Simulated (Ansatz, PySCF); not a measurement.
Pulling on the C2–H6 bond in CH6Ge (SMILES [CH3][GeH3]) (multiplicity 1 held, fragments rigid). Energies count from the point at 1.090 Å.
Geometry at that point (charge 0, multiplicity 1):
```xyz
8

Ge    -0.38835     0.04641    -0.00853
C      1.56306    -0.18679     0.03432
H     -1.01361    -0.86596    -1.08095
H     -0.74620     1.50810    -0.33843
H     -1.00100    -0.31222     1.35876
H      1.81333    -1.22118     0.26780
H      2.00263     0.45946     0.79344
H      1.99370     0.06746    -0.93368
```

R- and RO- levels are restricted; in cc, def2 and unpolarised 6-31G sets they are followed outwards from rest. U- levels take the lowest unrestricted solution at each point, which mixes spins at long bonds. Curves can end on different states.

Frozen-core correlation. Filled d and f shells under p-block atoms count as core. Rows in 3-21G carry no dispersion term and start afresh at each structure; the Pople sets are all-electron and without relativity.

Run with Ansatz (Gaussian basis) for Hartree–Fock, density functionals and correlated methods; PySCF for 3-21G rows. 

Task: One of these levels gives 89.88 kcal/mol for the energy at R = 3.487 Å. Name it.
A. U-HF/cc-pVTZ
B. R-HF/3-21G
C. R-MP2/cc-pVTZ
D. U-SCS-MP2/cc-pVTZ

Result: A, U-HF/cc-pVTZ. The others give 201.42 (R-HF/3-21G), 152.95 (R-MP2/cc-pVTZ), 116.63 (U-SCS-MP2/cc-pVTZ)

Doubts at one or more of the structures used: a restricted determinant that unrestricted orbitals would lower (R-HF/3-21G, R-MP2/cc-pVTZ); a spin-contaminated determinant (U-HF/cc-pVTZ, U-SCS-MP2/cc-pVTZ).

Ansatz is a program for electronic structure.
